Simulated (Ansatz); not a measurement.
Cost and result for the atomization energy of C$_{2}$H$_{8}$FGeNO, SMILES `C[O][Ge]([CH3])([NH2])[F]` (14 atoms, 13 bonds).

Cartesian coordinates in Å:
```
C 1.509 -0.072 1.639
O 0.924 -0.828 0.602
Ge -0.532 -0.247 -0.200
C -0.327 1.374 -1.223
N -1.087 -1.673 -1.160
F -1.634 0.155 1.103
H 0.801 0.125 2.451
H 1.901 0.887 1.278
H 2.345 -0.648 2.040
H 0.424 1.229 -2.000
H -1.276 1.641 -1.688
H -0.021 2.189 -0.567
H -1.985 -1.580 -1.611
H -1.043 -2.550 -0.662
```

Charge 0, multiplicity 1. Correlated methods include outer-core shells of Ge, which these sets cover unevenly. Scalar relativity is left out up to krypton. All single points use the PBE0-D4/def2-TZVP geometry. It is one conformer, not always the lowest. Program: Ansatz. All runs use 2 threads of an AMD EPYC 7R13 on a shared host and a share of an NVIDIA H100 80 GB. Times are those of one run each, without the atoms' runs, and a repeat can differ threefold. Electronic energies, without spin–orbit coupling; frozen cores. CCSD(T)/CBS adds CCSD(T) − MP2 in def2-TZVPP to the MP2 limit, and its time is that of the two runs behind it. T1 = 0.011. With those shells the extrapolation isn't a true limit. B3LYP takes the VWN-RPA correlation (the form of Gaussian; ORCA's B3LYP/G).

CCSD(T)/CBS is a level of theory with its own doubt, some kJ/mol a heavy atom from the limit and from the frozen cores, so smaller differences don't rank the functionals.

| level | functions | wall time |
| --- | --- | --- |
| PBE-D4/def2-TZVPP (with forces) | 315 | 2.5 s |
| ωB97X-V/def2-TZVPP | 315 | 3 s |
| B2PLYP/def2-TZVPP | 315 | 3 s |
| B3LYP-D4/def2-TZVPP (with forces) | 315 | 3.4 s |
| PBE0-D4/def2-TZVPP | 315 | 3.8 s |
| r2SCAN-D4/def2-TZVPP (with forces) | 315 | 3.9 s |
| ωB97M-V/def2-TZVPP (with forces) | 315 | 4.4 s |
| MP2/def2-QZVPP | 614 | 4.5 s |
| CCSD(T)/def2-TZVPP | 315 | 6 s |
| CCSD(T)/CBS(def2) | – | 10 s |

Task: What atomization energy does each give, and how far from CCSD(T)/CBS? (An estimate is asked.)

Result: Ansatz gave: 
| level | atomization (kJ/mol) | difference from CCSD(T)/CBS | per bond |
| --- | --- | --- | --- |
| PBE-D4/def2-TZVPP (with forces) | 5276.2 | 69.9 | 5.4 |
| ωB97X-V/def2-TZVPP | 5209.1 | 2.8 | 0.2 |
| B2PLYP/def2-TZVPP | 5136.3 | -70.0 | -5.4 |
| B3LYP-D4/def2-TZVPP (with forces) | 5176.8 | -29.5 | -2.3 |
| PBE0-D4/def2-TZVPP | 5170.7 | -35.6 | -2.7 |
| r2SCAN-D4/def2-TZVPP (with forces) | 5188.1 | -18.2 | -1.4 |
| ωB97M-V/def2-TZVPP (with forces) | 5192.1 | -14.2 | -1.1 |
| MP2/def2-QZVPP | 5239.5 | 33.2 | 2.5 |
| CCSD(T)/def2-TZVPP | 5076.8 | -129.5 | -10.0 |
| CCSD(T)/CBS(def2) | 5206.3 | 0.0 | 0.0 |

From PBE to PBE0 (25 % exact exchange), in def2-TZVPP and without D4, the atomization energy moves by −101.3 kJ/mol: exact exchange takes away binding that semilocal exchange gives to molecules. In def2-TZVPP, CCSD(T) changes the Hartree–Fock value by +1382.9 kJ/mol (the triples alone add +77.3 kJ/mol) and MP2 by +1468.8 kJ/mol; breaking electron pairs costs correlation energy, which Hartree–Fock lacks. The D4 term adds +44.3 kJ/mol with B3LYP and +23.6 kJ/mol with PBE0; it sums over pairs of atoms, weighted by their polarisabilities, and B3LYP, whose exchange is more repulsive, gets the larger term.
